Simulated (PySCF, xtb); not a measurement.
Si(Cl)3(SMe) (CH3Cl3SSi), SMILES CS[Si](Cl)(Cl)Cl. Atoms are numbered in the order given.

```xyz
9

C      0.0059     2.7277     0.0000
S     -1.2847     1.4130     0.0000
Si    -0.0246    -0.2848     0.0000
Cl     1.2092    -0.3225     1.6547
Cl    -1.2336    -1.9423     0.0000
Cl     1.2092    -0.3225    -1.6547
H     -0.5341     3.6833     0.0000
H      0.6288     2.6570    -0.9015
H      0.6288     2.6570     0.9015
```

Geometry optimised at B3LYP-D3(BJ)/def2-SVP. The structure was generated by enumeration, and PubChem lists no compound with its InChIKey, so it may never have been made. Other conformers were not sampled.

Computed with C-PCM-M06-2X/def2-SVP in PySCF 2.14.0.

The values are the electrostatic part of the solvation free energy, E(continuum) − E(gas) at the gas-phase geometry, in a cavity of scaled van der Waals radii (PySCF's table); cavitation and dispersion terms are not included. In vacuum the orbital gap is 9.35 eV. The dipole moment in vacuum is 2.05 D.

Q: Estimate the values in water (ε = 78.36), 2-propanol (ε = 19.26), methanol (ε = 32.61). (Estimate from the structure and the level; the computed values follow.)

A: 
```csv
solvent,ε,ΔG(elec) (kcal/mol),dipole (D),gap (eV)
water,78.36,-2.4,2.66,9.33
2-propanol,19.26,-2.3,2.63,9.34
methanol,32.61,-2.4,2.65,9.34
```

For comparison, GFN2-xTB/ALPB(water) (xtb, at the GFN2-xTB geometry, all terms of that model) gives -0.8 kcal/mol.
